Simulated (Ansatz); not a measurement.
Consider the substitution at a C–Si bond: `O[SiH](O)/C=C/[SiH3]` + HCl → `[SiH3]/C=C/Cl` + `O[SiH2]O`.

Program: Ansatz. Geometries: PBE0-D4/def2-TZVP. ΔE: electronic, gas phase. CCSD(T)/CBS adds triple-zeta CCSD(T) − MP2 to the extrapolated MP2 energy (def2 sets, frozen cores). This one scheme is used for every species. Double bonds are as drawn, so ΔE can hold a change between cis and trans. Functionals use def2-TZVPP. One conformer a species, not always the lowest.

CCSD(T)/CBS gives +54.9 kJ/mol.

(1) Another level gave +50.1 kJ/mol. Which?
A. CCSD(T)/def2-TZVPP
B. PBE/def2-TZVPP
C. PBE-D4/def2-TZVPP
D. HF/def2-TZVPP

Largest T1 diagnostic among the species: 0.012.

Answers

(1) D. HF/def2-TZVPP 50.1, CCSD(T)/def2-TZVPP 55.0, PBE-D4 45.3, PBE 40.5 kJ/mol.

From PBE to PBE0 (25 % exact exchange), in def2-TZVPP and without D4, ΔE moves by +5.4 kJ/mol. The D4 term adds +7.3 kJ/mol with B3LYP and +4.4 kJ/mol with PBE0; it sums over pairs of atoms, weighted by their polarisabilities, and B3LYP, whose exchange is more repulsive, gets the larger term.

B3LYP here is the variant with VWN-RPA as its local correlation; programs differ in this.
